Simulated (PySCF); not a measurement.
`[F][Zn-4]([F])([F])([F])([F])[F]`, [F6Zn]4-, charge -4

Geometry:
| atom | x (Å) | y (Å) | z (Å) |
| --- | --- | --- | --- |
| Zn1 | 0.002 | 0.000 | 0.001 |
| F2 | -0.020 | -0.008 | 2.048 |
| F3 | 0.024 | 0.015 | -2.048 |
| F4 | 2.049 | 0.003 | 0.020 |
| F5 | -2.051 | -0.010 | -0.023 |
| F6 | -0.009 | 2.052 | 0.012 |
| F7 | 0.005 | -2.052 | -0.011 |

Total charge -4.

Method used: PySCF, GIAO BP86/def2-SVP (def2-TZVP on Zn) magnetisability, rotational g tensor and spin-rotation constants, non-relativistic, gas phase. Geometry: GFN2-xTB.

For an ion the centre-of-mass motion in the field is neglected. The highest occupied orbital is unbound at this level, so the values depend on the basis.

(1) What are the magnetisability and the molar susceptibility?

(2) Split it along the inertial axes a, b, c into diamagnetic and paramagnetic parts about the centre of mass, with the quadrupole moment.

(3) And the rotational g tensor?

Results:

(1) Isotropic -1439 × 10⁻³⁰ J/T², or -86.7 × 10⁻⁶ cm³/mol; principal values -1439, -1439, -1439 × 10⁻³⁰ J/T², anisotropy 0 × 10⁻³⁰ J/T² (root of half the summed squared differences of the principal values). The susceptibility is in cgs units.

(2) 
```
axis  χ (10⁻⁶ cm³/mol)  diamagnetic (10⁻⁶ cm³/mol)  paramagnetic (10⁻⁶ cm³/mol)  summed x² of all electrons (Å²)  quadrupole Θ (D Å)
   a             -86.7                      -786.1                        699.5                             92.7                0.00
   b             -86.7                      -786.1                        699.5                             92.7                0.00
   c             -86.7                      -786.1                        699.5                             92.7                0.00
```
Anisotropies 2χaa − χbb − χcc = 0.0 and 2χbb − χaa − χcc = 0.0 × 10⁻⁶ cm³/mol. Θ is traceless in Buckingham's convention.

(3) 
```tsv
axis	rotational constant (GHz)	g	nuclear part	electronic part
a	1.5840	-0.0428	0.4777	-0.5205
b	1.5819	-0.0428	0.4771	-0.5198
c	1.5809	-0.0427	0.4768	-0.5195
```
Spherical top; isotopes 19F, 64Zn; no vibrational averaging.
